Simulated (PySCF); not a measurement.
Checking a proposed structure

A compound C4H7NOSi gives the data below (simulated from a calculation) and was assigned the structure `C=CCO[SiH2]C#N`.

¹³C{¹H} NMR (computed): δ 150.3 (C), 122.5 (CH), 118.1 (C), 58.6 (CH3).

¹H NMR (400 MHz, computed): δ 6.12 (q, 1H), 4.11 (d, 3H), 4.06 (s, 3H).

Computational details: GFN2-xTB geometry, shieldings: GIAO PBE0/pcSseg-1, in PySCF 2.14.0 with density-fitted response routines (single conformer, no solvent, non-relativistic, rapidly exchanging positions averaged).

Scale: ¹H (31.72 ppm) and ¹³C (186.93 ppm) vs TMS (reference shieldings calculated alike).

Q: Compare with the shifts computed for the proposed structure, pairing carbons in order of shift.

A: Mapped SMILES: `[CH2:1]=[CH:2][CH2:3][O:4][SiH2:5][C:6]#[N:7]`; H(Xn) means a hydrogen on atom n.

| atom | computed for proposal | given list | difference |
| --- | --- | --- | --- |
| C2 | 142.4 | 150.3 | -7.9 |
| C6 | 124.8 | 122.5 | +2.3 |
| C1 | 119.9 | 118.1 | +1.8 |
| C3 | 68.7 | 58.6 | +10.1 |

The rms difference is 6.6 ppm and the largest +10.1 ppm at C3 (allylic sp3 CH2 bonded to O). The carbon types in order of shift don't match either: CH, C, CH2, CH2 for the proposal against C, CH, C, CH3 in the data. The proposal doesn't fit.

Q: Which isomer fits?

A: `CO/C(C#N)=C\[SiH3]`.

1. Carbon types of the structure: 2 × C, 1 × CH, 1 × CH3, leaving 3 H on heteroatoms.
2. δC 150.3: alkene carbon bearing oxygen; an sp2 carbon further deshielded by the attached heteroatom.
3. δC 122.5: β carbon of an enol-ether or enamine type C=C.
4. δC 118.1: nitrile carbon; typical of a nitrile.
5. δC 58.6: methyl carbon bonded to O; deshielded by the electronegative neighbour.

Other isomers checked: CO[SiH2]/C=C\C#N (rms 8.5 ppm); C=C([SiH3])OCC#N (rms 13.5 ppm).

This is the structure that produced the data.

Shifts are as computed. Against solution values, carbons near 30 ppm lie about +3 ppm off and those near 130 ppm about +5 ppm. Of 1309 compounds with measured shifts, 239 miss one by over three times the rms of a fit or turn the order of signals round; such compounds aren't used in these exercises. No couplings were computed; multiplicities are counted from neighbouring protons, with m where these are inequivalent, close in shift, in a saturated or five-membered ring or joined by F or P, and br s for small geminal =CH2 splittings.
